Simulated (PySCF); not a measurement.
Working out the ionisation energy of Fe

Fe [Ar] 3d6 4s2 (5D) → Fe⁺ [Ar] 3d6 4s1 (6D). Computed with PySCF 2.14 in x2c-TZVPall (6s5p4d1f, 48 functions), with the spin-free X2C one-electron Hamiltonian (Gaussian nucleus). Frozen: [Ar]. Energies in hartree (1 hartree = 27.21139 eV):

```json
{"part": "UHF", "Fe (lower)": "-1271.336474", "Fe⁺ (upper)": "-1271.099891"}
{"part": "MP2 opposite-spin", "Fe (lower)": "-0.077917", "Fe⁺ (upper)": "-0.045654"}
{"part": "MP2 same-spin", "Fe (lower)": "-0.069880", "Fe⁺ (upper)": "-0.068790"}
```

Q: What does Hartree-Fock give?

A: (-1271.099891) − (-1271.336474) = 0.236583 hartree = 6.438 eV.

Q: What do MP2 and SCS-MP2 (6/5 opposite-spin, 1/3 same-spin) give?

A: The opposite-spin parts differ by 0.878 eV and the same-spin parts by 0.030 eV. MP2: 6.438 + (0.878) + (0.030) = 7.346 eV. SCS-MP2: 6.438 + 1.2 × (0.878) + (0.030)/3 = 7.502 eV.

Measured between the centres of the two terms (NIST): 7.904 eV, so MP2 (valence) is off by -0.558 eV.

What remains against the reference includes basis incompleteness, the frozen core and correlation beyond second order.
